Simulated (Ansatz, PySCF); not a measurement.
C₄H₁₀OSi, SMILES C=C[C@H]([SiH3])CO. Atoms are numbered in the order given.

```xyz
16

C     -0.8418     2.5050     0.1153
C     -0.0819     1.4194     0.2798
C     -0.1398     0.1696    -0.5393
Si    -1.0546    -1.1767     0.4622
C      1.2402    -0.3456    -0.9597
O      1.9357    -0.9621     0.0941
H     -1.5878     2.5628    -0.6841
H     -0.7514     3.3700     0.7769
H      0.6370     1.4151     1.1121
H     -0.7440     0.3584    -1.4442
H     -0.5763    -1.2192     1.8754
H     -0.8735    -2.5169    -0.1747
H     -2.5117    -0.8400     0.4771
H      1.1179    -1.1170    -1.7357
H      1.8308     0.4765    -1.4104
H      2.1622    -0.2914     0.7468
```

Geometry optimised at PBE0-D3(BJ)/def2-SVP. The structure was generated by enumeration; whether it is a known compound was not checked. One conformer was computed; it need not be the lowest.

Two levels are set side by side: PBE-D3(BJ)/def2-SVP (Ansatz, a quantum-chemistry and plane-wave program) and PBE0-D3(BJ)/def2-SVP (Ansatz). Each level has its own optimised geometry; the coordinates shown are those of the second. Frequencies come from the Hessian of PySCF at each geometry. Differences are taken from unrounded values.

| quantity | PBE0-D3(BJ) | PBE-D3(BJ) | PBE-D3(BJ) minus PBE0-D3(BJ) |
|---|---|---|---|
| mean bond length (Å) | 1.315 | 1.325 | 0.010 |
| bond C1–C2 (Å) | 1.335 | 1.346 | 0.011 |
| bond C2–C3 (Å) | 1.496 | 1.501 | 0.006 |
| bond C3–Si4 (Å) | 1.911 | 1.925 | 0.014 |
| bond C3–C5 (Å) | 1.532 | 1.542 | 0.010 |
| bond C5–O6 (Å) | 1.405 | 1.420 | 0.015 |
| bond C1–H7 (Å) | 1.095 | 1.103 | 0.008 |
| bond C1–H8 (Å) | 1.093 | 1.101 | 0.008 |
| bond C2–H9 (Å) | 1.100 | 1.108 | 0.009 |
| bond C3–H10 (Å) | 1.104 | 1.113 | 0.008 |
| bond Si4–H11 (Å) | 1.493 | 1.503 | 0.010 |
| bond Si4–H12 (Å) | 1.495 | 1.505 | 0.010 |
| bond Si4–H13 (Å) | 1.496 | 1.506 | 0.010 |
| bond C5–H14 (Å) | 1.101 | 1.109 | 0.008 |
| bond C5–H15 (Å) | 1.108 | 1.117 | 0.009 |
| bond O6–H16 (Å) | 0.963 | 0.975 | 0.012 |
| highest harmonic wavenumber (cm⁻¹) | 3882 | 3699 | -184 |
| mean harmonic wavenumber (cm⁻¹) | 1348 | 1302 | -46 |
| zero-point energy (kcal/mol) | 80.96 | 78.18 | -2.79 |

GGA bonds tend to be longer and softer than those of functionals with exact exchange. Differences between two approximate levels are no errors against the true value.
